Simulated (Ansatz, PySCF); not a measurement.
This PySCF input computes a CCSD(T)/cc-pVDZ energy:

```python
from pyscf import gto, scf, mp, cc as ccmod

mol = gto.M(
    atom='''
    C    -0.00000000   -0.00000000   -0.51434260
    O     0.00000000    0.00000000    0.58709749
    H    -0.00000000   -0.00000000   -1.61072432
    ''',
    basis='cc-pvdz',
    charge=1,
    spin=0,
    verbose=4,
)

mf = scf.RHF(mol)
mf.conv_tol = 1e-10
mf.max_cycle = 100
mf.kernel()
mp2 = mp.MP2(mf, frozen=2).run()
cc = ccmod.CCSD(mf, frozen=2)
cc.max_cycle = 100
cc.kernel()
et = cc.ccsd_t()
print(f'E(CCSD(T)) = {cc.e_tot + et:.9f}')
```

**Question.** Write an input for the same energy in Ansatz (a first-principles code) and say what it gives.

**Answer.** 
Ansatz 0.2 input:
```yaml
crystal:
  periodic: [false, false, false]
  atoms:
    - {symbol: C, position_ang: [-0.00000000, -0.00000000, -0.51434260]}
    - {symbol: O, position_ang: [0.00000000, 0.00000000, 0.58709749]}
    - {symbol: H, position_ang: [-0.00000000, -0.00000000, -1.61072432]}
basis:
  gaussian:
    orbitals: cc-pVDZ
total_charge: 1
magnetization: {spin_polarized: false}
correlation: {method: ccsd_t, electrons: outside_noble_gas}
```
It gives -113.29313 Eh, and PySCF -113.29313 Eh, a difference of 0.00 mEh.

It need not be the lowest isomer of its formula.
